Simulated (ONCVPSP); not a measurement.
Before and after: ONCV potential for hafnium (Hf)

```
Element                 : Hf
Generator               : ONCVPSP 4.0.1
Type                    : optimised norm-conserving Vanderbilt (ONCV)
Functional              : LDA (Perdew-Wang 92)
Relativity              : fully relativistic
Frozen core             : [Kr] 4d10 4f14
Valence charge          : 12
Reference configuration : 5s2 5p6 5d2 6s2
Partial waves           : 5s+6s: rc 1.70 bohr, ncon 4, nbas 8, qcut 9.1 1/bohr, 2 projectors; 5p: rc 1.35 bohr, ncon 3, nbas 7, qcut 5.1 1/bohr, 2 projectors, debl 0.6 Ha; 5d: rc 2.60 bohr, ncon 4, nbas 8, qcut 4.8 1/bohr, 2 projectors, debl 2.5 Ha
Local potential         : polynomial inside 0.95 bohr (lpopt 5, dvloc0 0 Ha)
Core correction         : none
```

Open shells are filled in proportion to 2j + 1.

In the p channel the program set the typed energies aside and used -1.231, 0.250 Ha (j = l + 1/2; the other j can differ).

All-electron outer shells of the reference configuration (LDA (PZ), scalar-relativistic, ld1.x):

```json
{"shell": "5s", "level (eV)": "-67.17", "outermost node (bohr)": "0.55", "outermost maximum (bohr)": "1.01"}
{"shell": "5p", "level (eV)": "-35.71", "outermost node (bohr)": "0.60", "outermost maximum (bohr)": "1.16"}
{"shell": "4f", "level (eV)": "-17.03", "outermost node (bohr)": "–", "outermost maximum (bohr)": "0.45"}
{"shell": "6s", "level (eV)": "-5.27", "outermost node (bohr)": "1.37", "outermost maximum (bohr)": "2.89"}
{"shell": "5d", "level (eV)": "-2.87", "outermost node (bohr)": "0.67", "outermost maximum (bohr)": "1.71"}
```

Change: s: qcut 6.1; p: qcut 3.4; d: qcut 3.2.

Cutoffs: the cutoffs (Ha) at which the residual kinetic energy of the hardest occupied pseudo-wave falls to 1 and 0.1 mHa per electron; they do not see the model core or the augmentation charge, which bear on the density cutoff. Errors are all-electron minus pseudo energies relative to the spin-unpolarised reference configuration.

Q: Predict the effect on cutoff, ghosts and configuration errors.

A: The potential gets neither clearly harder nor softer (77 Ha and 125 Ha → 75 Ha and 123 Ha); both files keep a bound ghost (s); of the 3 tests that both files solve, the error grows in 0 and shrinks in 2 by more than 15 % and 0.3 meV (median size 3.7 → 2.1 meV); the range in which the d3/2 phases agree narrows (upper end at the end of the scan → 1.3).

```csv
quantity,base,changed
"cutoff, loose",77 Ha,75 Ha
"cutoff, tight",125 Ha,123 Ha
loose cutoff by channel,"s 24 Ha, p 77 Ha, d 9.3 Ha","s 16 Ha, p 75 Ha, d 31 Ha"
bound ghosts,s,s
GHOST(+) flags under 300 eV,"d5/2 at 147.1 eV, p3/2 at 172.2 eV, d3/2 at 174.8 eV, p1/2 at 196.5 eV","p3/2 at 172.9 eV, d5/2 at 184.7 eV, d3/2 at 194.6 eV, p1/2 at 197.7 eV"
"tests counted (converged, no solver errors)",3 of 4,3 of 4
"error for 5s2 5p6 5d2 6s1, meV [ΔE 8.19 eV]",+2.4,+2.1
"error for 5s2 5p6 5d2 6s0, meV [ΔE 22.69 eV]",+13,+7.5
"error for 5s2 5p6 5d2 6s0 6p2, meV [ΔE 8.00 eV]",+3.7,+0.8
s: phases at 1.73 bohr within 0.05 rad from the reference energy up to (Ha; the scan ends near 5),to the end of the scan,to the end of the scan
p3/2: phases at 1.37 bohr within 0.05 rad from the reference energy up to (Ha; the scan ends near 5),to the end of the scan,to the end of the scan
p1/2: phases at 1.37 bohr within 0.05 rad from the reference energy up to (Ha; the scan ends near 5),to the end of the scan,to the end of the scan
d5/2: phases at 2.64 bohr within 0.05 rad from the reference energy up to (Ha; the scan ends near 5),to the end of the scan,4.8
d3/2: phases at 2.64 bohr within 0.05 rad from the reference energy up to (Ha; the scan ends near 5),to the end of the scan,1.3
```

Base: Tests not counted: 5s2 5p6 5d1 6s0 (no result). These tests converged, but a pseudo level misses the all-electron one widely, so the file describes the atom poorly there or has found another state: 5s2 5p6 5d2 6s0 6p2: empty 6s by 10.8 eV. Changed file: Tests not counted: 5s2 5p6 5d1 6s0 (no result). These tests converged, but a pseudo level misses the all-electron one widely, so the file describes the atom poorly there or has found another state: 5s2 5p6 5d2 6s0 6p2: empty 6s by 10.8 eV. A true bound ghost makes a file unfit for plane-wave use even where its test errors are small: the radial tests pick states by their node count and pass the ghost by.
